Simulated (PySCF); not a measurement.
Compounds:

A. `c1cc(/C(=C/C=C)C)oc1`
B. SMILES CC(C)[C@@H]1[C@H]2C=CC[C@H]21
C. SMILES C/C(Cl)=C\Cl

Spectrum 1. 1H NMR (500 MHz, computed): δ 6.24 (m, 1H), 5.51 (m, 1H), 2.75 (m, 1H), 2.45 (m, 1H), 1.66 (m, 1H), 1.40 (m, 1H), 1.09 (d, 3H), 1.05 (d, 3H), 0.56 (m, 1H), -0.37 (m, 1H). 13C{1H} NMR (computed): δ 143.4 (CH), 136.1 (CH), 43.1 (CH), 41.2 (CH2), 36.4 (CH), 35.8 (CH), 25.9 (CH), 24.5 (CH3), 23.8 (CH3).

Spectrum 2. 1H NMR (500 MHz, computed): δ 6.20 (s, 1H), 2.24 (s, 3H). 13C{1H} NMR (computed): δ 145.8 (C), 126.5 (CH), 22.8 (CH3).

Spectrum 3. 1H NMR (500 MHz, computed): δ 7.51 (m, 1H), 7.14 (m, 1H), 7.05 (m, 1H), 6.67 (m, 1H), 6.56 (m, 1H), 5.70 (m, 1H), 5.52 (m, 1H), 2.14 (s, 3H). 13C{1H} NMR (computed): δ 162.3 (C), 146.9 (CH), 139.9 (CH), 132.2 (CH), 132.1 (C), 125.3 (CH2), 118.7 (CH), 114.0 (CH), 14.7 (CH3).

[PySCF 2.14.0 with density-fitted response routines: structure optimised with GFN2-xTB; σ from GIAO-PBE0/pcSseg-1; a single conformation; non-relativistic Hamiltonian; in vacuum; averaged over atoms made equivalent by symmetry, fast rotation or ring inversion]

Scale: 1H and 13C vs TMS (reference shieldings calculated alike). Where no couplings were computed, multiplicities follow the n + 1 count of equivalent neighbours, and m marks all less simple cases (inequivalent or close neighbours, rings, F or P nearby). Shifts are as computed. Against solution values, carbons near 30 ppm lie about +3 ppm off and those near 130 ppm about +5 ppm; carbons on Cl a further +6 ppm. Of 1211 compounds with measured shifts, 218 miss one by over three times the rms of a fit or turn the order of signals round; such compounds aren't used in these exercises. Carbons bonded to Cl come out too deshielded.

Problem. Which spectrum belongs to which compound?

Solution. 1–B, 2–C, 3–A.

- Spectrum 1 (B): 9 13C signals; δC 143.4 is an alkene CH; δC 136.1 is an alkene CH.
- Spectrum 2 (C): 3 13C signals; δC 145.8 is a fully substituted alkene carbon; δC 126.5 is an alkene CH.
- Spectrum 3 (A): 9 13C signals; δC 139.9 is an alkene CH; δC 132.2 is an alkene CH.
